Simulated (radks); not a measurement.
The iridium ion Ir55+, 22 electrons, occupied as [Ar] 3d4. All-electron calculation, Dirac Kohn-Sham, exchange-only PBE, spin-unpolarised, spherical densities, finite nucleus; open shells fill j = l - 1/2 first; Fermi nuclear charge, rms radius 5.4032 fm. Program: a radial shooting solver on a logarithmic mesh with Libxc functionals.

Unscreened Slater integrals over Kohn-Sham orbitals (hartree). Large and small components are both included. Empty in this configuration: 3d5/2.

\begin{tabular}{lr}
integral & value \\ \hline
F0(3d3/2,3d3/2) & 5.7221 \\
F2(3d3/2,3d3/2) & 2.9354 \\
F0(3d3/2,3p3/2) & 5.2017 \\
F2(3d3/2,3p3/2) & 2.4469 \\
G1(3d3/2,3p3/2) & 2.4975 \\
G3(3d3/2,3p3/2) & 1.6872 \\
F0(3d3/2,3p1/2) & 5.4300 \\
G1(3d3/2,3p1/2) & 2.8839 \\
F0(3d3/2,3s1/2) & 5.2396 \\
G2(3d3/2,3s1/2) & 2.0333 \\
F0(3d3/2,3d5/2) & 5.6498 \\
F2(3d3/2,3d5/2) & 2.9104 \\
G2(3d3/2,3d5/2) & 2.8486 \\
G4(3d3/2,3d5/2) & 1.8429 \\
F0(3p3/2,3p3/2) & 4.9006 \\
F2(3p3/2,3p3/2) & 2.4390 \\
F0(3p3/2,3p1/2) & 5.0768 \\
G2(3p3/2,3p1/2) & 2.4442 \\
F0(3p3/2,3s1/2) & 4.9250 \\
G1(3p3/2,3s1/2) & 3.1876 \\
F0(3p3/2,3d5/2) & 5.1489 \\
F2(3p3/2,3d5/2) & 2.4570 \\
G1(3p3/2,3d5/2) & 2.5512 \\
G3(3p3/2,3d5/2) & 1.7243 \\
F0(3p1/2,3p1/2) & 5.2832 \\
F0(3p1/2,3s1/2) & 5.1034 \\
G1(3p1/2,3s1/2) & 3.1737 \\
F0(3p1/2,3d5/2) & 5.3692 \\
G3(3p1/2,3d5/2) & 1.8976 \\
F0(3s1/2,3s1/2) & 4.9606 \\
F0(3s1/2,3d5/2) & 5.1870 \\
G2(3s1/2,3d5/2) & 2.0668 \\
F0(3d5/2,3d5/2) & 5.5813 \\
F2(3d5/2,3d5/2) & 2.8899 \\
F4(3d5/2,3d5/2) & 1.8706 \\
\end{tabular}
